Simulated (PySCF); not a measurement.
## Electron correlation in W³⁺ (tungsten, charge +3)

[Xe] 4f14 5d3, high-spin 4F determinant. All numbers are calculated (PySCF 2.14, scalar relativity through the core potential, in def2-TZVPPD with the def2 core potential (60 electrons)). Frozen: nothing; 11 electrons correlated.

| level | correlation energy (mhartree) |
| --- | --- |
| CCSD | -210.45 |
| (T) | -3.51 |
| CCSD(T) | -213.96 |

Diagnostics: T1 = 0.0041, D1 = 0.0070, largest double amplitude 0.028.

Spin-orbit coupling, absent here, splits the open shell strongly.

Cost of the coupled-cluster step: of the order of 8 core-seconds, for 11 correlated electrons.

The basis has no tight functions for the innermost shells, so their pair energies are far from complete.

This basis was not built for core-valence correlation, so the inner-shell part is incomplete.
